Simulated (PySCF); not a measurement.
Compound: C₅H₁₀FNO.
Bonds: C1–N2, N2–C3, N2–C4, C4–O5 (double), C4–C6, C6–C7, C7–F8. Hydrogens: H9, H10, H11 on C1; H12, H13, H14 on C3; H15, H16 on C6; H17, H18 on C7.

Structure optimised with GFN2-xTB, isolated species.

What internal coordinates does the optimisation give?

```
                  bond  length (bohr)   order
                 C1–N2          2.733  single
                 N2–C3          2.727  single
                 N2–C4          2.557  single
                 C4=O5          2.300  double
                 C4–C6          2.873  single
                 C6–C7          2.877  single
                 C7–F8          2.598  single
 C1–H9, C1–H10, C1–H11          2.061  single
C3–H12, C3–H13, C3–H14          2.061  single
        C6–H15, C6–H16          2.064  single
        C7–H17, C7–H18          2.066  single
```

Bonds in one row agree within 0.02 bohr and their mean is given. Orders are formal, as drawn. A selection of angles:
```
   angle  degrees
C1–N2–C3    116.7
C1–N2–C4    119.1
C3–N2–C4    124.0
N2–C4–O5    122.4
N2–C4–C6    115.7
O5–C4–C6    121.9
C4–C6–C7    109.8
C6–C7–F8    109.8
```

Dihedral angles: C1–N2–C4–O5 -3° (synperiplanar); N2–C4–C6–C7 -176° (antiperiplanar); C4–C6–C7–F8 180° (antiperiplanar). The mirror-image conformer, all signs reversed, is as good.

The 3 C–N bonds span 1.353 Å (N2–C4, drawn single) to 1.446 Å (C1–N2, drawn single), a spread of 0.093 Å. N2 (amide nitrogen) is planar (angles 124.0°, 119.1° and 116.7°, sum 359.8°, 0.04 Å off the plane of its three neighbours). Of the pairs four or more bonds apart, O5···H10 is among the closest relative to their van der Waals radii: 2.22 Å, 82 % of the sum of Bondi's values.

No frequency check. The numbers are those of one conformer.

The numbers are calculated, not measured.
